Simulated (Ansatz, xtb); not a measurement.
**F2GaOSi: where a starting geometry ends**

The starting geometry of this gas-phase doublet was built from a drawn formula by distance geometry and a force field; its bonds are those of `F[Si]1(F)[O][Ga]1`.

```xyz
5

F    -0.2489    0.6109   -0.9045
F     1.1546    0.8732   -3.2926
Ga    1.6759   -0.5671    0.4321
O     2.5663    0.5741   -0.8875
Si    1.1171    0.1426   -1.7516
```

**Question.** Predict what it relaxes into with r2SCAN-D4/def2-SVP.

**Answer.** A bond breaks, giving a structure given below by its coordinates. Contacts that open: Ga3–Si5 (2.36 → 3.45 Å).

The energy falls by 1.35 eV over 15 steps:

| step | E − E(last) (eV) |
| --- | --- |
| 1 | 1.348 |
| 3 | 0.493 |
| 4 | 0.267 |
| 6 | 0.056 |
| 7 | 0.021 |
| 9 | 0.005 |
| 10 | 0.003 |
| 12 | 0.000 |
| 13 | 0.000 |
| 15 | 0.000 |

Final geometry (Å):

```csv
atom,x (Å),y (Å),z (Å)
F,-0.6185,0.6295,-1.5942
F,1.4892,1.2834,-2.9313
Ga,2.7687,-0.2461,0.8319
O,1.7697,-0.1306,-0.6906
Si,0.8559,0.0974,-2.0200
```

From the same start GFN2-xTB reaches the same bonding as this run.

The end wasn't checked by frequencies. Open shells are spin-unrestricted. Run with Ansatz 0.2.0, 59 s on 2 threads of Intel(R) Xeon(R) Platinum 8488C (Sapphire Rapids), with other jobs on the host.
